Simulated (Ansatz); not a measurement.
One change: `[SH][SnH2][SH]` becomes `[SiH3][SnH2][SH]`.

Ansatz, PBE0-D4/def2-TZVP geometries, multiplicity 1. Each molecule was computed in one conformer, which needn't be the lowest.

Elements past krypton have def2 core potentials.

| property | `[SH][SnH2][SH]` |
| --- | --- |
| HOMO energy (PBE0/def2-TZVPP) / eV | -7.34 |
| HOMO energy (ωB97M-V/def2-TZVPP) / eV | -9.49 |
| size of the dipole moment (ωB97M-V/def2-TZVPP) / D | 1.71 |
| HOMO–LUMO gap (PBE0/def2-TZVPP) / eV | 6.35 |
| LUMO energy (ωB97M-V/def2-TZVPP) / eV | 0.84 |
| size of the dipole moment (B3LYP/def2-TZVPP) / D | 1.67 |

Question: What does the change do to each property? (Best estimate.)

Answer: Ansatz gave: 
| property | `[SiH3][SnH2][SH]` | shift |
| --- | --- | --- |
| HOMO energy (PBE0/def2-TZVPP) / eV | -7.18 | 0.16 |
| HOMO energy (ωB97M-V/def2-TZVPP) / eV | -9.37 | 0.12 |
| size of the dipole moment (ωB97M-V/def2-TZVPP) / D | 1.52 | -0.19 |
| HOMO–LUMO gap (PBE0/def2-TZVPP) / eV | 6.44 | 0.09 |
| LUMO energy (ωB97M-V/def2-TZVPP) / eV | 0.90 | 0.06 |
| size of the dipole moment (B3LYP/def2-TZVPP) / D | 1.47 | -0.20 |

With PBE0 the HOMO rises by 0.16 eV and the LUMO rises by 0.24 eV, so the gap widens by about 0.08 eV. PBE moves the HOMO by 0.16 eV and ωB97M-V by 0.12 eV. The zero-point energy changes by 40.2 kJ/mol with +6 modes. Dipoles are sizes alone; their direction can turn.

B3LYP here is the variant with VWN-RPA as its local correlation; programs differ in this.
